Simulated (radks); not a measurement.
Task: Species: the neon ion Ne+. Configuration: [He] 2s2 2p5 (the NIST ground configuration). Calculated with a radial shooting solver on a logarithmic mesh with Libxc functionals: scalar-relativistic Kohn-Sham, SCAN, spin-unpolarised, spherical densities, finite nucleus; meta-GGA in the generalised Kohn-Sham scheme; Fermi nuclear charge, rms radius 3.0055 fm. Some entries of the table are withheld. Estimate them.

| orbital | occ. | eigenvalue (Ry) | <1/r> (bohr^-1) | r(max) (bohr) |
|---|---|---|---|---|
| 1s | 2 | -63.25838 | 9.631 | 0.1026 |
| 2s | 2 | (1) | 1.695 | (2) |
| 2p | 5 | -2.42659 | (3) | (4) |

Result: 
(1) 2s eigenvalue (Ry): -4.25509
(2) 2s r(max) (bohr): 0.6708
(3) 2p <1/r> (bohr^-1): 1.540
(4) 2p r(max) (bohr): 0.6065
